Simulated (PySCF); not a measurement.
Species: C₈H₁₆N₂.
SMILES with atom numbers: `[CH3:1][CH:2]([CH3:3])[N:4]([CH3:5])/[N:6]=[CH:7]/[CH:8]1[CH2:9][CH2:10]1`

Definitions: NICS(0) = −σiso at the ring centroid; NICS(1) = −σiso and NICS(1)zz = −σzz at ±1 Å along the ring normal z. Level: GIAO PBE0/pcSseg-1 (PySCF, non-relativistic, gas phase) on the GFN2-xTB geometry, one conformer.

Ring bond lengths (Å), with Mayer bond orders in brackets: C8–C9 1.507 (0.93), C9–C10 1.494 (0.97), C10–C8 1.506 (0.93).

Task: Give the NICS values of each ring in ppm.

Result: 
| ring | type | NICS(0) | NICS(1), two faces | NICS(1)zz, two faces | rms pucker (Å) | centre to ring atoms, mean (Å) |
| --- | --- | --- | --- | --- | --- | --- |
| C8–C9–C10 | 3-membered carbocycle; formal bonds all single | -42.4 | -7.8 / -8.4 | -21.8 / -23.5 | 0.00 | 0.87 |

Task: What can be read from them?

Result: 
- C8–C9–C10: mean NICS(1)zz -22.6 ppm, shielded. C8, C9, C10 have four or more neighbours; no verdict on aromaticity is drawn. NICS(0) lies 34 ppm below the mean NICS(1).

Task: What is the mean of the two in-plane components of NICS at the second NICS(1) probe listed for ring C8–C9–C10, 1 Å off the ring?

Result: The isotropic value is a third of the trace: (3 × -8.4 − (-23.5))/2 = -0.9 ppm.

Task: How shielded are the nuclei of the rings and their hydrogens (means over atoms taken as equivalent)?

Result: 
| atoms | environment | σ isotropic (ppm) | principal values of the symmetric part, first atom (ppm) |
| --- | --- | --- | --- |
| C8 | three-membered-ring carbon | 167.0 | 128.3, 151.2, 221.6 |
| C9 (×2) | three-membered-ring carbon | 179.4 | 150.4, 177.6, 210.6 |
| H on C8 | methine hydrogen | 29.93 | 23.1, 29.1, 37.5 |
| H on C9 (×2) | methylene hydrogen | 30.97 | 25.4, 26.7, 40.8 |
| H on C9 (×2) | methylene hydrogen | 31.42 | 26.1, 28.6, 39.6 |

Rough CPU time on one thread of a shared machine: about 2.7 min. This is the whole shielding run at PBE0/pcSseg-1, SCF included.

Conformer computed: `[CH3:1][CH:2]([CH3:3])[N:4]([CH3:5])/[N:6]=[CH:7]/[CH:8]1[CH2:9][CH2:10]1`: C1–C2–N4–C5 -159°, C2–N4–N6–C7 162°, N6–C7–C8–C9 145°.
